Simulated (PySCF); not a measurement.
# Shapes and spin states of RhOI

Method: B3LYP/[Rh def2-SVP with ECP28, O def2-SVP, I def2-SVP with ECP28], scalar-relativistic core potentials, density fitting, no spin–orbit coupling, PySCF.

Relaxations began from a few typed shapes and spin states; open shells are unrestricted. The search is not exhaustive: other isomers or separated fragments can lie lower, and high-lying points may rest on an excited occupation.

| spin | group | bonds | angles | imaginary modes (cm⁻¹) | ΔE (kJ/mol) | ΔE with ZPE (kJ/mol) |
| --- | --- | --- | --- | --- | --- | --- |
| triplet | Cs | Rh–I 2.552 Å, Rh–O 1.680 Å | I–Rh–O 120.2° | none | 0.0 | 0.0 |
| triplet | C∞v | Rh–I 2.629 Å, Rh–O 1.697 Å | I–Rh–O 180.0° | 961i, 961i | 40.3 | – |
| quintet | Cs | Rh–I 2.607 Å, Rh–O 1.780 Å | I–Rh–O 158.5° | none | 42.5 | 41.2 |
| quintet | Cs | Rh–I 2.608 Å, Rh–O 1.781 Å | I–Rh–O 160.7° | none | 42.7 | 41.3 |
| quintet | C∞v | Rh–I 2.609 Å, Rh–O 1.784 Å | I–Rh–O 180.0° | 53i, 53i | 43.7 | – |
| singlet (closed shell, unstable to spin polarisation) | Cs | Rh–I 2.504 Å, Rh–O 1.675 Å | I–Rh–O 128.6° | none | 68.6 | 68.8 |
| singlet (closed shell, unstable to spin polarisation) | C∞v | Rh–I 2.496 Å, Rh–O 1.705 Å | I–Rh–O 180.0° | none | 114.5 | 116.4 |

The lowest minimum found is the triplet Cs: Rh–I 2.552 Å, Rh–O 1.680 Å; I–Rh–O 120.2°.

Formally Rh is in oxidation state +3, d6, with 2 unpaired electrons (the high-spin count would be 4). The Mulliken spin on Rh is 1.20. The polar-tensor charge on Rh, 0.88, is far below the formal one.

For the lowest minimum: other spin states or occupations of the open shell can lie lower. Spin–orbit coupling, left out here, can matter for elements this heavy.

The electron or spin density has lower symmetry than the nuclear frame for the quintet Cs at 42.7 kJ/mol.
